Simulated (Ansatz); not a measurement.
```yaml
crystal:
  periodic: [false, false, false]
  atoms:
    - {symbol: N, position_ang: [-1.025777, 0.064787, -0.845121]}
    - {symbol: Sb, position_ang: [0.880526, 0.491353, -0.325887]}
    - {symbol: S, position_ang: [1.081798, -1.032436, 1.547828]}
    - {symbol: H, position_ang: [-1.248010, 0.297875, -1.803066]}
    - {symbol: H, position_ang: [-1.752174, 0.403755, -0.230565]}
    - {symbol: H, position_ang: [0.540544, 1.738150, 0.806164]}
    - {symbol: H, position_ang: [1.584293, -2.031584, 0.804846]}
basis:
  gaussian: {orbitals: STO-3G, final_grid: {core_spheres: 5, valence_spheres: 4, degree: 11}}
magnetization: {spin_polarized: true, initial_magnetization: 4}
hamiltonian: {xc: {name: PBE0-DH}}
```

```sh
$ ansatz run in.yaml --threads 2 --pin off --events-out ev --progress --plain --max-ram 4352MiB
```

Output, abridged:

```
Functional definition: PBE0-DH
497 factors; integrals over basis functions are off by at most 3.0e-5 eV
mean field evaluation 1: about -182386.8376 eV, gradient 1.4e1 eV
mean field evaluation 2: about -182386.9120 eV, gradient 1.4e1 eV
mean field evaluation 4: about -182389.4279 eV, gradient 1.4e0 eV
mean field evaluation 8: about -182389.5322 eV, gradient 6.3e-1 eV
mean field evaluation 16: about -182389.5928 eV, gradient 3.9e-1 eV
mean field evaluation 32: about -182389.5943 eV, gradient 1.1e-1 eV
mean field -182389.59745480 eV, -6702.6940783545 hartree, gradient 9.4e-6 eV, S^2 6.003588; 5 other end points of the search recorded, 0 dependent functions left out
24 core orbitals not correlated: weight in the atoms' cores, before any rotation towards them, 1.000 or more for the frozen orbitals, at most 0.000 for the correlated occupied ones
reference -182389.59747382 eV, -6702.6940790536 hartree; 17, 13 occupied and 4, 8 virtual orbitals, 497 factors
second order -2.85728558 eV of doubles, -0.00000000 eV of singles
Total energy: -182389.95463452 eV, -6702.7072044671 hartree
```

Question: Something in this input is off. What?

Answer: The spin is set far too high for this molecule. The calculation finished and met its thresholds. The result belongs to that input, not to the molecule as meant.
